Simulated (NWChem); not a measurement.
All runs are NWChem calculations. System: diphosphane (H4P2), charge 0, spin multiplicity 1, at a geometry optimised with B3LYP/def2-SVP. Level: HF/6-31G* (spherical d).

Part of the output:

```
             Northwest Computational Chemistry Package (NWChem) 7.3.0
             --------------------------------------------------------

                                NWChem Input Module
                                -------------------

 Scaling coordinates for geometry "geometry" by  1.889725989
 (inverse scale =  0.529177249)

 Turning off AUTOSYM since
 SYMMETRY directive was detected!

                             Geometry "geometry" -> ""
                             -------------------------

 Output coordinates in angstroms (scale by  1.889725989 to convert to a.u.)

  No.       Tag          Charge          X              Y              Z
 ---- ---------------- ---------- -------------- -------------- --------------
    1 P                   15.0000     1.00855700     0.52169300     0.00000000
    2 P                   15.0000    -1.00855700    -0.52169300     0.00000000
    3 H                    1.0000     1.54085000    -0.31632700     1.03127200
    4 H                    1.0000     1.54085000    -0.31632700    -1.03127200
    5 H                    1.0000    -1.54085000     0.31632700     1.03127200
    6 H                    1.0000    -1.54085000     0.31632700    -1.03127200

 Effective nuclear repulsion energy (a.u.)      87.2530053904

            Nuclear Dipole moment (a.u.)
            ----------------------------
        X                 Y               Z
 ---------------- ---------------- ----------------
     0.0000000000     0.0000000000     0.0000000000

      Symmetry information
      --------------------

 Group name             C2h
 Group number             21
 Group order               4
 No. of unique centers     2

      Symmetry unique atoms

     1    3


 Summary of "ao basis" -> "" (spherical)
 ------------------------------------------------------------------------------
       Tag                 Description            Shells   Functions and Types
 ---------------- ------------------------------  ------  ---------------------
 *                           6-31g*                   on all atoms

  xc_inp: hfexch multiplicative factor not found.
                              NWChem Property Module
                              ----------------------

                                 NWChem DFT Module
                                 -----------------

 Summary of "ao basis" -> "ao basis" (spherical)
 ------------------------------------------------------------------------------
[...]
     -   - - -        -----         -----         ----         -------
     0   0 0 0     -0.000000    -17.000000    -17.000000     34.000000

     1   1 0 0      0.000000      0.000000      0.000000      0.000000
     1   0 1 0      0.000000      0.000000      0.000000      0.000000
     1   0 0 1      0.000000      0.000000      0.000000      0.000000

     2   2 0 0    -21.601517    -82.244349    -82.244349    142.887181
     2   1 1 0     -1.755940    -25.580922    -25.580922     49.405903
     2   1 0 1     -0.000000     -0.000000     -0.000000      0.000000
     2   0 2 0    -25.247512    -27.917122    -27.917122     30.586732
     2   0 1 1     -0.000000     -0.000000     -0.000000      0.000000
     2   0 0 2    -20.730747    -17.961184    -17.961184     15.191621

 *** CALLING NEW AORESP DRIVER FOR CLOSED AND OPEN SHELLS ***
 Entering AOResponse driver routine

--------------------------------------------------------------------------------

          ****************
          *** RESPONSE ***
          ****************

 Response module for NWChem and dynamic CPKS solver

          -----------------------------------------------
          Solving response equations for perturbing field
          -----------------------------------------------

 number of frequencies:     1
 frequency in a.u.:  0.0000000E+00
 Perturbing field: electric
 Using El. Dipole Length Gauge

 Setting up CPKS with frequency omega =      0.00000000 a.u.

 STATIC response

                                NWChem CPHF Module
                                ------------------

  scftype          =     RHF
  nclosed          =       17
  nopen            =        0
  variables        =      459
  # of vectors     =        3
  tolerance        = 0.10D-03
  level shift      = 0.00D+00
  max iterations   =       50
  max subspace     =       30

 SCF residual:    6.5904394689854009E-006

Iterative solution of linear equations
  No. of variables      459
  No. of equations        3
  Maximum subspace       30
        Iterations       50
       Convergence  1.0D-04

   iter   nsub   residual    time
   ----  ------  --------  ---------
     1      3    1.50D+00       1.2
     2      6    7.65D-01       1.5
     3      9    9.88D-02       1.8
     4     12    2.01D-02       2.1
     5     15    5.13D-03       2.4
     6     18    5.05D-04       2.7
     7     21    4.46D-05       3.0

 Electric Dipole Response Matrix (nonzero elements):

              1        2        3
    1   60.4144   7.7997  -0.0000
    2    7.7997  36.8483  -0.0000
    3   -0.0000  -0.0000  40.5493

 ------------------------------------------
 average:        45.93730 + I       0.00000

 DFT Linear Response polarizability / au
 Frequency  =       0.0000000 / au
 Wavelength = -999999.0000000 / nm
              X              Y              Z
 -----------------------------------------------
 X      60.4143658      7.7996656     -0.0000000
 Y       7.7996925     36.8482555     -0.0000000
 Z      -0.0000000     -0.0000000     40.5492790
 -----------------------------------------------
 Eigenvalues =      62.7619572     34.5006641     40.5492790
 Isotropic   =      45.9373001
 Anisotropic =      25.7748861
 -----------------------------------------------

 Magnetic Dipole Response Matrix (nonzero elements):
 Optical rotation tensor Beta

 *** static G'=0. Use GPRIME input with finite omega
 *** or better ORBETA without GPRIME for small or zero freq.

 zero matrix

 ------------------------------------------
 average:         0.00000 + I       0.00000

 Exiting AOResponse driver routine

          -------------
          Dipole Moment
          -------------

 Center of charge (in au) is the expansion point
         X =       0.0000000 Y =       0.0000000 Z =       0.0000000

   Dipole moment        0.0000006234 A.U.
             DMX        0.0000004735 DMXEFC        0.0000000000
             DMY        0.0000004053 DMYEFC        0.0000000000
             DMZ        0.0000000141 DMZEFC        0.0000000000
   -EFC- dipole         0.0000000000 A.U.
   Total dipole         0.0000006234 A.U.

   Dipole moment        0.0000015846 Debye(s)
             DMX        0.0000012036 DMXEFC        0.0000000000
             DMY        0.0000010302 DMYEFC        0.0000000000
             DMZ        0.0000000358 DMZEFC        0.0000000000
   -EFC- dipole         0.0000000000 DEBYE(S)
   Total dipole         0.0000015846 DEBYE(S)

 1 a.u. = 2.541766 Debyes

 Task  times  cpu:        2.9s     wall:        2.9s

 Total times  cpu:        3.0s     wall:        3.0s
```

Problem. Write an NWChem input that would produce this output.

Solution. Several could match; the one computed here: 
```
start mol
memory heap 200 mb stack 900 mb global 1100 mb
geometry units angstroms nocenter noautoz
  P      1.008557     0.521693     0.000000
  P     -1.008557    -0.521693     0.000000
  H      1.540850    -0.316327     1.031272
  H      1.540850    -0.316327    -1.031272
  H     -1.540850     0.316327     1.031272
  H     -1.540850     0.316327    -1.031272
  symmetry group C2h
end
basis spherical
  * library 6-31g*
end
dft
  xc hfexch
  semidirect memsize 60000000 filesize 0
  iterations 100
end
property
  dipole
  response 1 0.0
end
task dft property
```
